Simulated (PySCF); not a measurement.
Precursor series metal swap MX4 Cl. Gas-phase values, no solvent.

Computed with PBE-D3(BJ)/def2-TZVP // TPSS-D3(BJ)/def2-SVP (PySCF 2.14.0). All candidates: neutral, multiplicity 1. 

```json
{
 "HOMO": "-7.63 eV",
 "dipole_moment": "0.30 D",
 "LUMO": "-6.21 eV"
}
```

Say which member has these values.
(A) [W(=O)(Cl)4]
(B) [Nb(=O)(Cl)3]
(C) [Mo(=O)(Cl)4]
(D) [Hf(Cl)4]

C, [Mo(=O)(Cl)4]. The others give [W(=O)(Cl)4]: -7.68 eV, 0.63 D, -5.64 eV; [Nb(=O)(Cl)3]: -8.38 eV, 1.11 D, -4.17 eV; [Hf(Cl)4]: -8.32 eV, 0.01 D, -3.07 eV
